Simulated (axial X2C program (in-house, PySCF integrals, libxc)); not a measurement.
## ScS: a run with one poor setting

Calculated with an axial X2C code built on PySCF integrals. Spin-free means the one-electron spin-free X2C Hamiltonian. Basis: Sc dyall-v3z [10s11p7d4f2g], S dyall-v3z [8s7p2d1f] (cores contracted in-house); Gaussian nuclei, density fitting, unrestricted open shells. Masses: Sc 44.956 u, S 31.972 u.

One setting of this run was spoiled on purpose, so its numbers are not properties of ScS. Level: TPSSh, without spin–orbit coupling; state M_S = 1/2, Λ = 0 (beyond evenly filled blocks: σα).

```csv
R (Å),E − E(lowest point) (eV),SCF iterations
1.911,1.3278,35
1.999,0.5918,38
2.065,0.2561,29
2.131,0.0688,30
2.197,0.0000,10
2.274,0.0343,26
2.351,0.1586,25
2.450,0.4078,28
2.571,0.7949,25
2.746,not converged,31
```

Fit: Re 2.211 Å, ωe 538.3 cm⁻¹, residual 0.96 microhartree, De 3.17 eV.

Output at the reference distance:

```
spin-free X2C-1e  TPSSh
basis functions 170  fitting functions 438  grid points 5080
iter        total energy     max residual
   1      -1164.086321317     4.01e-02
   2      -1164.086852733     2.63e-02
   3      -1164.087268121     6.45e-03
   4      -1164.087317299     3.98e-03
   5      -1164.087335474     8.40e-04
   6      -1164.087337500     1.55e-04
   7      -1164.087338452     3.80e-04
   8      -1164.087338603     4.69e-05
   9      -1164.087338625     2.53e-05
  10      -1164.087338629     1.37e-05
converged
one-electron -1760.33599903  Coulomb 580.51858804  exact exchange -6.31780360  xc functional -58.88227555  nuclear repulsion 80.93015151
```

Question: Which setting was spoiled?
A. density fitting set too sparse
B. virtual space cut too low
C. an excited determinant was followed
D. too few iterations allowed
E. integration grid too coarse

Answer: A. Density fitting set too sparse: ratio 6 between fitting exponents against the usual 2.
